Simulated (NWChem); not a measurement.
**Correlation energy of Ga**

```xyz
1

Ga     0.0000     0.0000     0.0000
```
Charge 0, spin multiplicity 2.

All runs are NWChem calculations.

Basis set: def2-SVP. Each correlation energy counts from its own Hartree-Fock reference.

The Hamiltonian is non-relativistic. The correlated methods keep 9 core orbitals frozen. The stability of the SCF solutions was not checked. Open-shell Hartree-Fock references start from PBE0 orbitals. Coupled-cluster values serve here as a point of comparison, not as the truth.

Task: Order these methods by the correlation energy they give, lowest first: UMP2, CCSD[T] on ROHF, SCS-UMP2, CCSD(T) on UHF.

Result: CCSD[T] on ROHF (-184.0 mHa), CCSD(T) on UHF (-180.0 mHa), UMP2 (-173.3 mHa), SCS-UMP2 (-160.4 mHa)
